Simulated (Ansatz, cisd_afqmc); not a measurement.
Species: InP, charge 0, triplet. InP (SMILES [P]=[In], triplet).
B3LYP-D3(BJ)/def2-TZVP minimum from Ansatz (a first-principles code):
```
In
P 1 2.6742
```
Charge 0, spin multiplicity 3.

Atomisation energy term by term, kcal/mol (programs: Ansatz, cisd_afqmc). Radicals and triplets start from unrestricted determinants; spin-orbit coupling is neglected. Cores are frozen in correlated methods (noble-gas shells, and filled d and f shells in the p block). Past Kr the def2 sets carry scalar-relativistic core potentials. The Monte Carlo rows (phaseless AFQMC, CISD trial, step 0.005/hartree) carry one-sigma bars that omit the constraint's bias. Outlying blocks are dropped, and bars are widened where a walk drifts. Over all cases where full CI ran beside it in this data, AFQMC minus full CI had a median of +0.1 mEh and passed +0.4 mEh in a tenth of the cases. CBS(X,Y): correlation extrapolated as X^-3, Hartree-Fock from the larger set. A bracket is a step between two methods taken in the basis named. For partners of very few electrons the exact lower level stands in for a higher one. Spin-orbit terms, left out, reach several kcal/mol for Br and I, and more for heavier atoms.

| term | basis | kcal/mol |
|---|---|---|
| Hartree-Fock | def2-QZVPP | 19.81 |
| CCSD correlation | CBS(def2-TZVPP,def2-QZVPP) | 20.91 |
| (T) | CBS(def2-TZVPP,def2-QZVPP) | 2.22 |
| CCSDT(Q) - CCSD(T) | def2-QZVPP | 0.38 |
| CCSDTQ - CCSDT(Q) | def2-SVP | 0.00 |
| sum: De |  | 43.3 |

The step beyond CCSD(T) by other levels: CCSDTQ in def2-SVP 0.51; AFQMC/CISD in def2-SVP 0.13 ± 0.09; CCSDT(Q) in def2-SVP 0.51; CCSDT(Q) in def2-TZVPP 0.36 kcal/mol.
